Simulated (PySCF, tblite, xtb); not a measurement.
Interaction energy of CH3F ··· BF3 (SMILES CF and FB(F)F). Monomers: optimised at B3LYP-D3(BJ) (def2-TZVP), held rigid. Orientation: lowest of the rigid-body minima from ten starts at GFN2-xTB (searched outside a hard wall at short contacts). R is the distance of the centres of mass, along which the second monomer moves. The shortest distances reach bonding range, where SAPT0 and rigid monomers are unreliable. The table gives interaction energies.

```
R / Å      A      B      C
-----  -----  -----  -----
2.09    1.37   8.06  10.22
2.27   -5.91   0.46   1.08
2.46   -7.23  -2.34  -2.98
2.70   -5.67  -2.74  -4.07
2.93   -3.76  -2.24  -3.67
3.12   -2.56  -1.78  -3.13
3.42   -1.41  -1.26  -2.40
3.73   -0.84  -0.93  -1.83
4.23   -0.46  -0.60  -1.21
4.90   -0.25  -0.34  -0.71
5.90   -0.12  -0.16  -0.35
7.17   -0.06  -0.07  -0.16
```

Energies in kcal/mol.

Q: Which curve belongs to which method? The methods are GFN1-xTB run with xtb; tblite with GFN2-xTB; restricted Hartree-Fock/STO-3G, no counterpoise correction in PySCF.

A: A is RHF/STO-3G; B is GFN1-xTB; C is GFN2-xTB.
